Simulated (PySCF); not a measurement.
# Spin states of NaIn

Unrestricted PBE0; basis Na aug-cc-pVDZ, In aug-cc-pVDZ-PP with ECP28; scalar-relativistic core potentials; PySCF 2.14. Outer shells of the fragments: Na 3s1; In 4d10 5s2 5p1.

Followed along the bond (rough minima from three points):

```csv
2Ms+1,unpaired,⟨S²⟩ at the start,R at minimum (Å),Te (eV)
1,none,0.00,3.25,0.00
3,"σ ↑, π ↑",2.00,3.12,0.22
1,"σ ↑, π ↓",1.01,3.23,0.39
3,σ ↑↑,2.00,none in the scan,≤ 0.88
3,π ↑↑,2.00,none in the scan,≤ 1.24
```

Solutions found at the starting distance of 2.965 Å, counted from the lowest of them; the search is not exhaustive and high or unbound solutions are not listed, so other states can lie among these:

| 2Ms+1 | unpaired | term | E (eV) | ⟨S²⟩ | ⟨Lz²⟩ | μ (D) |
| --- | --- | --- | --- | --- | --- | --- |
| 1 | none | ¹Σ⁺ | 0.00 | 0.00 | 0.00 | -2.08 |
| 3 | σ ↑, π ↑ | ³Π | 0.16 | 2.00 | 1.00 | -4.22 |
| 1 | σ ↑, π ↓ | mixed | 0.35 | 1.01 | 1.01 | -3.81 |
| 3 | σ ↑↑ | ³Σ⁺ | 1.11 | 2.00 | 0.00 | 4.38 |
| 3 | π ↑↑ | ³Σ⁻ | 1.19 | 2.00 | 0.00 | -7.00 |
| 1 | π ↑↓ | mixed | 1.37 | 1.01 | 2.01 | -6.73 |
| 1 | none | mixed | 1.87 | 0.00 | 2.00 | -5.90 |
| 3 | π ↑↑ | mixed | 3.03 | 2.00 | 2.00 | 3.19 |
| 3 | σ ↑, δ ↑ | ³Δ | 3.88 | 2.00 | 4.00 | -1.41 |
| 1 | σ ↑, δ ↓ | mixed | 3.92 | 1.00 | 4.00 | -1.44 |

A term symbol is given only where ⟨S²⟩ and ⟨Lz²⟩ are close to those of a pure state; real π, δ and φ orbitals otherwise mix terms. A positive dipole means Na(−)In(+).

**Question.** Compare the gap between the two lowest followed solutions at the starting distance with the gap between their minima.

**Answer.** At PBE0 the second solution (triplet, unpaired electrons σ ↑, π ↑) lies +0.16 eV from the first (singlet, closed shell) at 2.965 Å and +0.22 eV at the minima; the two curves relax by different amounts, since their minima lie near 3.12 and 3.25 Å.

Spin–orbit coupling is left out. Counting both spins, an empty level lies below a filled one in some of these solutions, because spin and occupation are held.
